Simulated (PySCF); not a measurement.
Compound: C5H6F3NO.
Atom-mapped SMILES: `[F:1][C:2]([F:3])([F:4])[O:5][C:6]1=[CH:7][CH2:8][NH:9][CH2:10]1`

Cartesian coordinates in Å at the GFN2-xTB level; atoms count from 1:
```xyz
16
C5H6F3NO angstrom
F      3.4826   -1.1872    0.5651
C      2.4572   -0.3594    0.4063
F      2.7723    0.4660   -0.6058
F      2.4131    0.4195    1.5017
O      1.3583   -1.0607    0.2048
C      0.1765   -0.3530   -0.0066
C     -0.0767    0.9448    0.0073
C     -1.5339    1.1450   -0.3219
N     -2.1476   -0.1836   -0.2196
C     -1.0614   -1.1517   -0.3381
H      0.5938    1.7635    0.1853
H     -1.6345    1.5044   -1.3541
H     -2.0213    1.8652    0.3357
H     -2.5911   -0.2797    0.6877
H     -1.0038   -1.5094   -1.3738
H     -1.1912   -2.0148    0.3146
```

NICS is the negative of the GIAO shielding at a point without a nucleus: at the ring centre (0) and 1 Å above and below it (1); zz is the component along the ring normal. Level: GIAO PBE0/pcSseg-1 (PySCF, non-relativistic, gas phase) on the GFN2-xTB geometry, one conformer.

Ring bond lengths (Å), with Mayer bond orders in brackets: C6–C7 1.322 (1.83), C7–C8 1.507 (1.01), C8–N9 1.467 (1.00), N9–C10 1.460 (1.00), C10–C6 1.510 (1.02).

Q: Give the NICS values of each ring in ppm.

A: 
```json
{"ring": "C6–C7–C8–N9–C10", "type": "5-membered ring with N; formal bonds 1 double, 4 single", "NICS(0)": "-4.6", "NICS(1), two faces": "-3.0 / -2.0", "NICS(1)zz, two faces": "-3.0 / -2.4", "rms pucker (Å)": "0.09", "centre to ring atoms, mean (Å)": "1.23"}
```

Q: What can be read from them?

A: 
- C6–C7–C8–N9–C10: mean NICS(1)zz -2.7 ppm, near zero. C8, C10 have four or more neighbours, and the NICS criterion for π rings isn't applied.

Q: At the second NICS(1) probe listed for ring C6–C7–C8–N9–C10, 1 Å off the ring, how large is the induced field along the normal in 11.7 T applied along it?

A: NICSzz × B0 = -2.4 ppm × 11.7 T = -28 μT, against the applied field.

Q: What are the shieldings of the ring atoms and their hydrogens in the same run (means over atoms taken as equivalent)?

A: 
| atoms | environment | σ isotropic (ppm) | principal values of the symmetric part, first atom (ppm) |
| --- | --- | --- | --- |
| C6 | vinylic carbon bearing oxygen | 27.4 | -68.5, 68.8, 82.0 |
| C7 | alkene CH carbon | 71.7 | -13.5, 76.8, 151.8 |
| C8 | sp3 carbon bound to nitrogen | 129.8 | 94.3, 134.8, 160.3 |
| N9 | secondary amine nitrogen | 225.6 | 174.3, 237.3, 265.3 |
| C10 | sp3 carbon bound to nitrogen | 130.4 | 95.5, 135.1, 160.6 |
| H11 | vinylic hydrogen | 26.12 | 23.3, 25.4, 29.7 |
| H12 (×2) | methylene hydrogen | 27.72 | 22.7, 26.3, 33.6 |
| H14 | N–H hydrogen | 30.60 | 21.9, 29.0, 40.9 |
| H15 (×2) | methylene hydrogen | 27.82 | 22.5, 27.2, 33.1 |
